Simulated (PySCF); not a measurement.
A run for PySCF: R-B3LYP/6-31G* on C2H11NSi (a complex), monomers drawn apart or pushed together.

```python
from pyscf import gto, scf, dft, mp
from pyscf.data.elements import chemcore

mol = gto.M(
    atom='''
    C    -0.97873454    0.27068684    0.08908534
    N     0.42796626    0.15752885    0.47034665
    H    -1.23483001   -0.54924968   -0.58361660
    H    -1.12707285    1.20073525   -0.46169034
    H    -1.68813673    0.25599230    0.92701826
    H     0.59615197   -0.70615524    0.97161587
    H     0.69621165    0.91703106    1.08415675
    C     1.43030778   -0.14295297    3.89083059
    Si   -0.43086018   -0.01560847    3.69079599
    H     1.70327589   -1.08078065    4.37813537
    H     1.81010457    0.67686797    4.50332583
    H     1.93884676   -0.10519271    2.92606191
    H    -0.95005107   -1.13296595    2.86555645
    H    -0.80445166    1.26016418    3.03366835
    H    -1.09471315   -0.06833835    5.01610364
    ''',
    basis='6-31g*',
    cart=True,
    charge=0, spin=0, verbose=3, max_memory=1800)
mf = dft.RKS(mol, xc='b3lyp')
mf.conv_tol = 1e-8
mf.max_cycle = 100
mf.kernel()
if not mf.converged:
    mf = mf.newton().run(mf.mo_coeff, mf.mo_occ)
```

The log:

```
converged SCF energy = -427.062509798191
```

Self-consistency was reached.

Cost: roughly 6 core-seconds.
